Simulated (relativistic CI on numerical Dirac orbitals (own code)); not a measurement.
# Nb III: what numerical and physical settings do to a radial Dirac CI calculation

Reference input:

```
atom Nb  Z=41  charge=2  electrons=39
nucleus A=93  rms_radius_fm=4.3240
hamiltonian dirac-coulomb  breit=on  qed=on  c_scale=1
orbitals kli  potential=per-configuration
slater_scale 1
correlation none
mixing on
grid step=0.0125 r_max=67.1
scf mixing=0.4 start=green max_iterations=150 tolerance=2e-08 node_fill=0.05
configurations
  [Kr] 4d3
  [Kr] 4d2 5s
  [Kr] 4d2 5p
end
```

Computed lowest total energy -3813.81900 Ha, first excitation 446.1 cm⁻¹, 34 SCF steps. Runs with settings changed; * marks those that are bad on purpose (the QED terms keep the true α when c is scaled):

```csv
Changed,Outcome,Lowest level,ΔE (Ha),First excitation (cm⁻¹),SCF steps,Message
"nuclear radius 4.7564 fm, speed of light × 1.25, SCF tolerance 1e-06",converged,4d3 4F_3/2,23,284.3,31,
Slater scale 0.5,converged,4d3 4F_3/2,0.0311,468.2,34,
"end of the grid at 46.97 bohr, Slater scale 0.5",converged,4d3 4F_3/2,0.0311,468.2,34,
SCF mixing 0.1,converged,4d3 4F_3/2,7.17e-10,446.1,43,
end of the grid at 10.06 bohr *,not converged,,,,11,orbital 4d3/2 not found
Slater scale 2 *,converged,4d3 4F_3/2,-0.0627,450.5,34,
```

With so few configurations and no correlation, terms lie too far apart (by 10 to 50 % near neutrality), their order can be wrong, and levels of other configurations are missing.
